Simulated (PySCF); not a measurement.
A PySCF script (with the pyscf-properties extension) for the NMR shieldings of SMILES CC#C[Si@](N)(P)[SiH2]NC, C$_{4}$H$_{13}$N$_{2}$PSi$_{2}$, on a GFN2-xTB geometry:

```python
import basis_set_exchange as bse
import numpy as np
from pyscf import gto, dft
from pyscf.prop import nmr

atoms = """
C    -4.318165    0.562675   -0.859834
C    -2.979055    0.377704   -0.345091
C    -1.861947    0.205440    0.077799
Si   -0.115383    0.026416    0.708259
N    -0.021636   -0.745947    2.257124
P     0.635892    2.109543    1.205590
Si    1.096749   -1.234492   -0.808090
N     2.543586   -0.391667   -1.200595
C     3.450663    0.155385   -0.219567
H    -4.754674    1.474518   -0.452270
H    -4.944832   -0.284558   -0.581905
H    -4.288897    0.639955   -1.946621
H    -0.300760   -1.709346    2.342101
H    -0.287921   -0.236132    3.084871
H    -0.610631    2.704919    1.152659
H     0.900293    2.430355   -0.112384
H     0.463185   -1.399641   -2.120101
H     1.293774   -2.602693   -0.278959
H     3.034294   -0.673875   -2.036284
H     4.158954   -0.588718    0.162399
H     2.876646    0.541255    0.623411
H     4.019453    0.980926   -0.653362
"""
names = dict.fromkeys(["C", "Si", "N", "P", "H"], "pcSseg-1")
basis = {el: gto.basis.parse(bse.get_basis(n, elements=[el], fmt="nwchem")) for el, n in names.items()}
mol = gto.M(atom=atoms, basis=basis, charge=0, verbose=0)
mf = dft.RKS(mol, xc="PBE0")
mf.grids.level = 2
mf.grids.alignment = dft.numint.BLKSIZE   # the property module wants whole blocks of grid points
mf.conv_tol = 1e-9
mf.kernel()

calc = nmr.RKS(mf)   # GIAO
C = mf.mo_coeff
Co = C[:, mf.mo_occ > 0]
resp = mf.gen_response(singlet=True, hermi=2)
def vind(x):   # induced exchange potential for any number of trial vectors
    d = np.einsum("pi,xij,qj->xpq", C, 2 * x.reshape(-1, C.shape[1], Co.shape[1]), Co, optimize=True)
    return np.einsum("xpq,pi,qj->xij", resp(d - d.transpose(0, 2, 1)), C, Co, optimize=True).ravel()
mo1, _ = nmr.rhf.solve_mo1(calc, with_cphf=vind)
sigma = calc.kernel(mo1)
for i, s in enumerate(sigma):   # ppm
    print("%2d %-2s %9.2f" % (i, mol.atom_pure_symbol(i), np.trace(s) / 3))
```

Task: What are the results?

Result: 
```
 0 C     180.88
 1 C      74.72
 2 C      94.04
 3 Si    390.73
 4 N     239.02
 5 P     576.21
 6 Si    392.04
 7 N     261.60
 8 C     151.18
 9 H      29.71
10 H      29.68
11 H      29.66
12 H      31.29
13 H      30.98
14 H      30.04
15 H      29.98
16 H      26.88
17 H      26.69
18 H      32.14
19 H      28.85
20 H      29.23
21 H      28.83
```

These numbers come from an equivalent density-fitted implementation of the same equations, which agrees with the script to about 0.01 ppm for H and up to a few tenths of a ppm for heavy atoms, so last digits may differ.

Task: Turn these shieldings into chemical shifts. Referencing at the same level of theory: 13C (σ = 186.93 ppm) and 29Si (σ = 349.16 ppm) and 1H (σ = 31.72 ppm) vs TMS; 15N (σ = 267.73 ppm) vs NH3; 31P (σ = 318.38 ppm) vs H3PO4.

Result: Averaging equivalent atoms: C 1: 112.2; C 2: 92.9; C 8: 35.7; C 0: 6.0; Si 3: -41.6; Si 6: -42.9; N 4: 28.7; N 7: 6.1; P 5: -257.8; H 17: 5.02; H 16: 4.84; H 19/20/21: 2.75; H 9/10/11: 2.03; H 14/15: 1.71; H 12/13: 0.58; H 18: -0.43 ppm. Experimental scales use liquid or dissolved standards, which lie at an offset from isolated NH3 (liquid NH3: subtract about 20 ppm) and H3PO4.

Size and cost of the density-fitted run: 239 basis functions, 2.3 min wall time on 1 thread of an Arm Neoverse N1, shared host; peak memory 1.1 GiB.
